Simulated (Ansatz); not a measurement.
Two isomers of CH6GeOSi: A = `O[CH]1[SiH2][GeH2]1`, B = `[SiH3][CH]1[O][GeH2]1`.

Isolated molecules relaxed with PBE0-D4/def2-TZVP in Ansatz; ΔE leaves out vibrations. CCSD(T)/CBS is the MP2 limit (def2-TZVPP, def2-QZVPP) plus CCSD(T) − MP2 in def2-TZVPP, frozen cores. Functionals use def2-TZVPP. B3LYP here is the variant with VWN-RPA as its local correlation; programs differ in this. For Ge outer-core shells are correlated without core-valence functions, which leaves a few kJ/mol of doubt a bond. Scalar relativity is left out up to krypton. One conformer a species, not always the lowest.

A:

Z-matrix (Å, degrees):
```
C
Si 1 1.890
Ge 1 2.031 2 72.1
O 1 1.400 2 119.4 3 119.8
H 1 1.097 2 111.7 3 -103.0
H 2 1.481 1 114.7 3 -104.3
H 2 1.483 1 118.7 3 117.1
H 3 1.530 1 115.6 2 105.2
H 3 1.530 1 115.6 2 -117.5
H 4 0.961 1 108.4 2 -155.9
```

B:

```xyz
10

Si    1.1855   -0.9975    0.2525
C    -0.3581   -0.3017   -0.5413
O    -0.1849    0.9217   -1.2926
Ge   -1.2190    1.2401    0.1753
H     2.1488   -1.4761   -0.7752
H     1.8368    0.0639    1.0647
H     0.8075   -2.1367    1.1323
H    -1.0284   -1.0171   -1.0266
H    -2.6604    1.5762   -0.1944
H    -0.5278    2.1274    1.2052
```

Problem. Which is lower in electronic energy at CCSD(T)/CBS, and by how much? (An estimate is asked.)

Solution. Ansatz gave: B, by 7.5 kcal/mol.

Problem. Give E(B) − E(A) in kcal/mol with ωB97M-V, B2PLYP, B3LYP, CCSD/def2-TZVPP, PBE0-D4, PBE-D4, CCSD(T)/def2-TZVPP. (Best estimate.)

Solution. Ansatz gave: ωB97M-V -6.5, B2PLYP -8.4, B3LYP -6.9, CCSD/def2-TZVPP -7.6, PBE0-D4 -3.4, PBE-D4 -4.3, CCSD(T)/def2-TZVPP -8.1. None reverses the order clearly.

Largest T1 diagnostic: 0.014.

From PBE to PBE0 (25 % exact exchange), in def2-TZVPP and without D4, E(B) − E(A) moves by +0.8 kcal/mol.
